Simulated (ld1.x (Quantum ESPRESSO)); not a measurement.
boron: one change to a PAW potential, before and after

- Element: B (Z = 5)
- Generator: ld1.x (Quantum ESPRESSO) 7.5
- Type: PAW
- Functional: LDA (PZ)
- Relativity: scalar-relativistic
- Frozen core: [He]
- Valence charge: 3
- Reference configuration: 2s2 2p1
- Partial waves: 2s (bound): rcut 0.90, rcutus 1.25 bohr; 2s channel at 1.65 Ry: rcut 0.90, rcutus 1.25 bohr; 2p (bound): rcut 2.10, rcutus 2.60 bohr; 2p channel at 0.55 Ry: rcut 2.10, rcutus 2.60 bohr; 3d channel at -0.1 Ry: rcut 1.80, rcutus 2.20 bohr
- Local potential: all-electron potential smoothed inside 1.45 bohr (lloc = -2)
- Core correction: a·sin(br)/r model core inside 1.15 bohr
- Augmentation charge: PSQ, inside the norm-conserving radii

Change: all radii but the core radius scaled by about 1.11 (s 1.38, p 2.88, d 2.44 bohr, rcut 1.00/2.32/2.00); local potential all-electron potential smoothed inside 1.60 bohr (lloc = -2).

Cutoffs: the cutoffs (Ry, on a coarse ladder) from which the occupation-weighted sum of valence levels, in a spherical-Bessel basis at the reference potential, stays within 10 and 1 mRy of its value at 400 Ry; they do not see the model core or the augmentation charge, which bear on the density cutoff. Errors are all-electron minus pseudo energies relative to the spin-unpolarised reference configuration.

Problem. How do hardness, ghosts and transferability respond?

Solution. The potential gets softer (18 Ry and 25 Ry → 10 Ry and 18 Ry); of the 9 tests that both files solve, the error grows in 1 and shrinks in 0 by more than 15 % and 0.3 meV (median size 0.3 → 0.4 meV); neither file shows a bound ghost. A larger radius leaves more room for a smooth pseudo-wave, so fewer plane waves are needed.

| quantity | base | changed |
| --- | --- | --- |
| cutoff, loose | 18 Ry | 10 Ry |
| cutoff, tight | 25 Ry | 18 Ry |
| loose cutoff by channel (10 mRy a level) | s 15 Ry, p 6 Ry | s 6 Ry, p 6 Ry |
| bound ghosts | none | none |
| error for 2s2 2p0, meV [ΔE 8.33 eV] | 0.0 | -0.3 |
| error for 2s1 2p0, meV [ΔE 33.63 eV] | -7.8 | -8.0 |
| error for 2s2 2p0.5, meV [ΔE 2.94 eV] | 0.0 | -0.1 |
| error for 2s1 2p1, meV [ΔE 14.28 eV] | -2.5 | -4.1 |
| error for 2s1 2p2, meV [ΔE 5.69 eV] | -0.2 | -0.4 |
| error for 2s2 2p1.3, meV [ΔE -0.77 eV] | +0.1 | +0.1 |
| error for 2s0 2p3, meV [ΔE 11.40 eV] | -2.2 | -2.5 |
| error for 2s2 2p1 (spin-polarised), meV [ΔE -0.23 eV] | -0.3 | -0.3 |
| error for 2s1 2p0 (spin-polarised), meV [ΔE 32.90 eV] | -9.7 | -9.9 |
| lowest overlap eigenvalue by channel | s 0.55, p 0.75, d 0.59 | s 0.53, p 0.42, d 0.68 |
